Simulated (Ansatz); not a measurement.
Program: Ansatz. Geometries: PBE0-D4/def2-TZVP. ΔE: electronic, gas phase. CBS: MP2 limit from def2 TZ/QZ plus the TZ coupled-cluster correction, frozen cores. One conformer a species, not always the lowest.

Consider the redistribution: `CO[SiH2][SiH2]O` + `C[SiH2]P` → `O[SiH2][SiH2]P` + `CO[SiH2]C`.

`CO[SiH2][SiH2]O`:

```xyz
13

C    -2.184    0.348   -0.486
O    -0.908   -0.082   -0.064
Si    0.484    0.746   -0.427
Si    2.041   -0.652    0.651
O     1.109   -1.813    1.368
H    -2.927   -0.364   -0.123
H    -2.246    0.391   -1.579
H    -2.422    1.339   -0.082
H     0.402    2.140    0.102
H     0.641    0.860   -1.908
H     2.999   -1.269   -0.307
H     2.840    0.071    1.676
H     0.170   -1.715    1.180
```

`C[SiH2]P`:

```xyz
10

C     0.286    1.449   -0.381
Si   -0.273   -0.039    0.606
P     0.676   -1.901   -0.249
H    -0.124    2.369    0.043
H    -0.048    1.376   -1.418
H     1.376    1.527   -0.379
H    -1.760   -0.118    0.618
H     0.192    0.067    2.016
H    -0.130   -2.784    0.518
H    -0.194   -1.947   -1.373
```

`O[SiH2][SiH2]P`:

Z-matrix (Å, degrees):
```
Si
Si 1 2.336
O 1 1.655 2 105.5
H 1 1.493 2 109.8 3 119.9
H 1 1.493 2 112.6 3 -121.2
P 2 2.260 1 112.2 3 -52.4
H 2 1.489 1 111.0 3 68.2
H 2 1.490 1 109.7 3 -172.5
H 3 0.958 1 117.7 2 -179.4
H 6 1.422 2 93.6 1 -49.1
H 6 1.421 2 93.3 1 44.4
```

`CO[SiH2]C`:

```xyz
12

C    -0.782   -1.228   -1.220
O     0.506   -0.975   -0.718
Si    0.949    0.476   -0.079
C     0.048    0.864    1.506
H    -0.770   -2.192   -1.732
H    -1.097   -0.460   -1.937
H    -1.526   -1.276   -0.416
H     0.669    1.558   -1.071
H     2.410    0.374    0.154
H    -1.030    0.947    1.345
H     0.398    1.818    1.910
H     0.225    0.092    2.258
```

```json
{"level": "HF/def2-QZVPP", "ΔE (kcal/mol)": "-3.9"}
{"level": "HF/CBS(def2)", "ΔE (kcal/mol)": "-3.9"}
```

(1) What does CCSD(T)/CBS give? (Estimate.)

Largest T1 diagnostic among the species: 0.013.

## Answers

(1) Ansatz gave: -3.5 kcal/mol. The listed levels differ from it by -0.4, -0.4 kcal/mol.

CCSD(T)/CBS has its own doubt, a few kJ/mol and more with outer-core shells, so smaller differences from it don't rank the levels.
